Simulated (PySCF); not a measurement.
Computed Raman spectrum (relative Raman activity) of a molecule C2H9AlN2. Geometry optimised at TPSSh-D3(BJ)/def2-SVP. The values are those of a single conformer. Level of theory: PySCF 2.14.0 with TPSSh-D3(BJ)/def2-SVP. Frequencies are harmonic and unscaled.

Lines under 2 % of the strongest are left out, and lines within 2 cm⁻¹ are merged.

ν (cm⁻¹): 613 (w), 728 (vw), 1017 (vw), 1310 (w), 1439 (w), 1467 (w), 1519 (w), 1973 (m), 2949 (w), 2957 (vs), 2994 (vs), 3003 (w), 3094 (m), 3558 (s), 3643 (m) (against the strongest line: vs over 80 %, s over 45 %, m over 15 %, w over 4 %, vw less)

Question: Which molecule gave these data?
A) C[N](C)[AlH][NH2]
B) C[CH2][Al]([NH2])[NH2]
C) C[NH][AlH][NH]C

Answer: A, C[N](C)[AlH][NH2]
